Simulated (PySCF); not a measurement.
H₃O, SMILES [OH3+], charge +1. Geometry optimised at B3LYP-D3(BJ)/def2-TZVPD.

Level of theory: B3LYP-D3(BJ)/def2-TZVPD in PySCF.

Harmonic wavenumbers (cm⁻¹): 818, 1666, 1666, 3548, 3635, 3635. Rotational constants (GHz): 329.3, 329.3, 187.6; symmetry number 3.

Task: Work out the zero-point energy and the ideal-gas rigid-rotor harmonic-oscillator thermochemistry at 298.15 K and 1 atm.

Result: ZPE = ½ Σ hcν = ½ × 14967 cm⁻¹ = 21.40 kcal/mol. H − E(el) = 23.81 kcal/mol. Entropy in cal/(mol K): translation 34.77, rotation 11.25, vibration 0.20, total 46.23. G − E(el) = 10.03 kcal/mol. Cp = 8.65 cal/(mol K).
